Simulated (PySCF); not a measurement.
## Yb²⁷⁺ (ytterbium, charge +27) across methods

[Kr] 4d7, high-spin 4F determinant. Computed with PySCF 2.14 in an even-tempered Gaussian basis (18 s from 1.9 bohr⁻², ratio 2.5; 12 p from 2.5 bohr⁻², ratio 2.5; 9 d from 2.5 bohr⁻², ratio 2.5; 4 f from 13 bohr⁻², ratio 2.7; 3 g from 20 bohr⁻², ratio 2.7), with the non-relativistic Hamiltonian (point nucleus).

| method | E (hartree) | mean ε 4p β (eV) | mean ε 4d α (eV) | mean ε 4d β (eV) | Σ⟨r²⟩ (bohr²) | ⟨S²⟩ |
| --- | --- | --- | --- | --- | --- | --- |
| PBE | -13050.83 | -1140.6 | -1007.6 | -1002.1 | 4.971 | 3.750 |
| r2SCAN | -13051.50 | -1143.4 | -1009.7 | -1003.2 | 4.972 | 3.750 |
| UHF | -13049.29804 | -1169.4 | -1032.2 | -1024.6 | 4.976 | 3.751 |
| BLYP | -13051.77 | -1140.1 | -1007.3 | -1001.8 | 4.972 | 3.750 |
| PBE0 | -13051.09 | -1148.4 | -1014.2 | -1008.2 | 4.971 | 3.750 |
| LDA | -13043.15 | -1140.3 | -1007.3 | -1001.6 | 4.972 | 3.750 |

(1) Estimate the same row for MN15.

A non-relativistic calculation at this Z misses sizeable relativistic shifts. Spin-orbit coupling is strong in this species (close to jj coupling), so the high-spin LS determinant is a model state, not a physical level.

Results:

(1) E (hartree) = -13054.10; mean ε 4p β (eV) = -1144.6; mean ε 4d α (eV) = -1011.4; mean ε 4d β (eV) = -1006.6; Σ⟨r²⟩ (bohr²) = 4.963; ⟨S²⟩ = 3.750.
